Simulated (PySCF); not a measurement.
H3AlSe3 (SMILES [SeH][Al]([SeH])[SeH]), singlet, geometry from GFN2-xTB (such geometries of metal compounds can be far from the true shape), atoms displaced at random by about 0.08 Å a coordinate; PBE0/STO-3G, gradient (PySCF).

Input for PySCF:
```python
from pyscf import gto, scf, dft

mol = gto.M(
    atom='''
Al    0.055734    0.054140   -0.017111
Se   -2.163440   -0.536284    0.123647
H    -1.958237   -1.939276    0.428570
Se    0.553857    2.282136   -0.374574
H     2.049478    1.944642   -0.785761
Se    1.597475   -1.553596    0.483422
H     2.652494   -0.707889    0.689557
''',
    basis='sto-3g',
    charge=0,
    spin=0,
    verbose=4,
)

mf = dft.RKS(mol)
mf.xc = 'pbe0'
mf.kernel()
g = mf.nuc_grad_method()
g.grid_response = True
grad = g.kernel()
```

The log (banner, timings and long lists left out):

```
PySCF version 2.14.0

[INPUT] verbose = 4
[INPUT] num. atoms = 7
[INPUT] num. electrons = 118
[INPUT] charge = 0
[INPUT] spin (= nelec alpha-beta = 2S) = 0
[INPUT] symmetry False subgroup None
[INPUT] Mole.unit = angstrom
[INPUT] Symbol           X                Y                Z      unit          X                Y                Z       unit  Magmom
[INPUT]  1 Al     0.055734000000   0.054140000000  -0.017111000000 AA    0.105321995827   0.102309772384  -0.032335103717 Bohr   0.0
[INPUT]  2 Se    -2.163440000000  -0.536284000000   0.123647000000 AA   -4.088309086929  -1.013429884986   0.233658966124 Bohr   0.0
[INPUT]  3 H     -1.958237000000  -1.939276000000   0.428570000000 AA   -3.700531616990  -3.664700519942   0.809879925205 Bohr   0.0
[INPUT]  4 Se     0.553857000000   2.282136000000  -0.374574000000 AA    1.046638042173   4.312612019010  -0.707842273383 Bohr   0.0
[INPUT]  5 H      2.049478000000   1.944642000000  -0.785761000000 AA    3.872952118321   3.674840790326  -1.484873089364 Bohr   0.0
[INPUT]  6 Se     1.597475000000  -1.553596000000   0.483422000000 AA    3.018790240840  -2.935870948220   0.913535182589 Bohr   0.0
[INPUT]  7 H      2.652494000000  -0.707889000000   0.689557000000 AA    5.012487207052  -1.337716336592   1.303073877277 Bohr   0.0

nuclear repulsion = 837.139627188834
number of shells = 32
number of NR pGTOs = 198
number of NR cGTOs = 66
basis = sto-3g
ecp = {}

******** <class 'pyscf.dft.rks.RKS'> ********
method = RKS
initial guess = minao
damping factor = 0
level_shift factor = 0
DIIS = <class 'pyscf.scf.diis.CDIIS'>
diis_start_cycle = 1
diis_space = 8
diis_damp = 0
SCF conv_tol = 1e-09
SCF conv_tol_grad = None
SCF max_cycles = 50
direct_scf = True
direct_scf_tol = 1e-13
XC library pyscf.dft.libxc version 7.1.2
    S. Lehtola, C. Steigemann, M. J. T. Oliveira, and M. A. L. Marques,  SoftwareX 7, 1–5 (2018)
XC functionals = pbe0
    C. Adamo and V. Barone,  J. Chem. Phys. 110, 6158 (1999)
    M. Ernzerhof and G. E. Scuseria,  J. Chem. Phys. 110, 5029 (1999)
radial grids:
    Treutler-Ahlrichs [JCP 102, 346 (1995); DOI:10.1063/1.469408] (M4) radial grids

becke partition: Becke, JCP 88, 2547 (1988); DOI:10.1063/1.454033
pruning grids: <function nwchem_prune>
grids dens level: 3
symmetrized grids: False
atomic radii adjust function: <function treutler_atomic_radii_adjust>
small_rho_cutoff = 0
Set gradient conv threshold to 3.16228e-05
Initial guess from minao.
tot grids = 109880
init E= -7355.88459995003
  HOMO = -0.685102878525605  LUMO = -0.376353548122824  gap/eV = 8.40150
cycle= 1 E= -7365.03451584036  delta_E= -9.15  |g|= 0.754  |ddm|= 3.24
  HOMO = -0.0926057328290201  LUMO = 0.0445534012076717  gap/eV = 3.73229
cycle= 2 E= -7365.05742287582  delta_E= -0.0229  |g|= 0.759  |ddm|= 3.01
  HOMO = -0.148402085703449  LUMO = 0.124074456997562  gap/eV = 7.41446
cycle= 3 E= -7365.31394594161  delta_E= -0.257  |g|=  0.1  |ddm|= 1.68
  HOMO = -0.160775904967807  LUMO = 0.0987160221020058  gap/eV = 7.06113
cycle= 4 E= -7365.31891084403  delta_E= -0.00496  |g|= 0.0166  |ddm|= 0.262
  HOMO = -0.158903279042856  LUMO = 0.101646558151087  gap/eV = 7.08992
cycle= 5 E= -7365.31904999485  delta_E= -0.000139  |g|= 0.00369  |ddm|= 0.0437
  HOMO = -0.159552556562122  LUMO = 0.101469192347935  gap/eV = 7.10276
cycle= 6 E= -7365.31905774917  delta_E= -7.75e-06  |g|= 0.000588  |ddm|= 0.0105
  HOMO = -0.159573293594828  LUMO = 0.101545621717233  gap/eV = 7.10541
cycle= 7 E= -7365.31905796158  delta_E= -2.12e-07  |g|= 7.4e-05  |ddm|= 0.00175
  HOMO = -0.15955424872495  LUMO = 0.101538405288884  gap/eV = 7.10469
cycle= 8 E= -7365.31905796614  delta_E= -4.56e-09  |g|= 9.45e-06  |ddm|= 0.000284
  HOMO = -0.159554574326125  LUMO = 0.101536571455505  gap/eV = 7.10465
cycle= 9 E= -7365.31905796624  delta_E= -9.46e-11  |g|= 1.94e-06  |ddm|= 3.98e-05
  HOMO = -0.159553847327265  LUMO = 0.10153668685971  gap/eV = 7.10464
Extra cycle  E= -7365.31905796623  delta_E= 1.09e-11  |g|= 1.23e-06  |ddm|= 8.22e-06
converged SCF energy = -7365.31905796623

******** <class 'pyscf.grad.rks.Gradients'> for <class 'pyscf.dft.rks.RKS'> ********
unit = Eh/Bohr
grid_response = True
--------------- RKS gradients ---------------
         x                y                z
0 Al     0.0097570907    -0.0055402414    -0.0054734636
1 Se    -0.0149068868    -0.0098418246     0.0039545060
2 H    -0.0035300187     0.0028989226    -0.0009328056
3 Se    -0.0452111315     0.0326755454     0.0119251157
4 H     0.0472139737    -0.0122018330    -0.0140793288
5 Se     0.0484042133     0.0269663938     0.0114080537
6 H    -0.0417272407    -0.0349569628    -0.0068020774
----------------------------------------------
```
